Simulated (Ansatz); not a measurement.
SnTe2⁻, 3 atoms. Hardware: 4 threads of Arm Neoverse V2 on a shared host.

In the def2 sets Sn, Te take a core potential; there is no spin–orbit coupling. Correlated methods freeze 12 core orbitals; core or outer-core shells of Sn, Te are correlated, in sets that lack core-valence functions.

Problem. How many basis functions does each of these Ansatz runs have, and roughly what does it cost? LC-ωPBE (ω = 0.15 bohr⁻¹)/def2-TZVPD, charge -1 doublet, energy, from earlier orbitals; r2SCAN-D4/def2-TZVPD, charge -1 doublet, energy, from earlier orbitals; PBE0-D4/def2-SVPD, charge -1 doublet, energy, from earlier orbitals; MP2/def2-TZVPD, charge -1 quartet, energy, from earlier orbitals; PBE-D4/def2-TZVPD, charge -1 doublet, energy, from earlier orbitals; B2PLYP/def2-TZVPD, charge -1 doublet, energy, from earlier orbitals; BHLYP-D4/def2-TZVPD, charge -1 doublet, energy and forces, from earlier orbitals; BHLYP-D4/def2-TZVPD, charge -1 quartet, energy, from earlier orbitals; LC-ωPBE (ω = 0.30 bohr⁻¹)/def2-TZVPD, charge -1 quartet, energy, from earlier orbitals; PBE-D4/def2-SVPD, charge -1 doublet, energy, from earlier orbitals; HSE06-D4/def2-TZVPD, charge -1 quartet, energy, from earlier orbitals; PBE0-D4/def2-TZVPD, charge 0 singlet at the geometry of the charge -1 doublet, energy, from earlier orbitals.

Solution. Other jobs shared the machine, so times can vary by a factor of up to 3. A dash marks memory too small to be measured apart from the calling script's.

| run | functions | fitting or Cholesky vectors | wall time | peak host memory (GiB) |
| --- | --- | --- | --- | --- |
| PBE-D4/def2-SVPD, charge -1 doublet, energy, from earlier orbitals | 102 | 1113 | 1.8 s | – |
| PBE0-D4/def2-TZVPD, charge 0 singlet at the geometry of the charge -1 doublet, energy, from earlier orbitals | 174 | 1442 | 2.7 s | – |
| PBE0-D4/def2-SVPD, charge -1 doublet, energy, from earlier orbitals | 102 | 1314 | 2.7 s | – |
| PBE-D4/def2-TZVPD, charge -1 doublet, energy, from earlier orbitals | 174 | 1302 | 2.8 s | – |
| LC-ωPBE (ω = 0.15 bohr⁻¹)/def2-TZVPD, charge -1 doublet, energy, from earlier orbitals | 174 | 1302 | 3.6 s | – |
| HSE06-D4/def2-TZVPD, charge -1 quartet, energy, from earlier orbitals | 174 | 1442 | 5.5 s | 0.66 |
| r2SCAN-D4/def2-TZVPD, charge -1 doublet, energy, from earlier orbitals | 174 | 1302 | 6 s | – |
| B2PLYP/def2-TZVPD, charge -1 doublet, energy, from earlier orbitals | 174 | 1585 | 6.5 s | 0.63 |
| MP2/def2-TZVPD, charge -1 quartet, energy, from earlier orbitals | 174 | 1585 | 6.5 s | 0.59 |
| BHLYP-D4/def2-TZVPD, charge -1 doublet, energy and forces, from earlier orbitals | 174 | 1585 | 7 s | 0.64 |
| BHLYP-D4/def2-TZVPD, charge -1 quartet, energy, from earlier orbitals | 174 | 1614 | 13 s | 1 |
| LC-ωPBE (ω = 0.30 bohr⁻¹)/def2-TZVPD, charge -1 quartet, energy, from earlier orbitals | 174 | 1302 | 16 s | 0.61 |
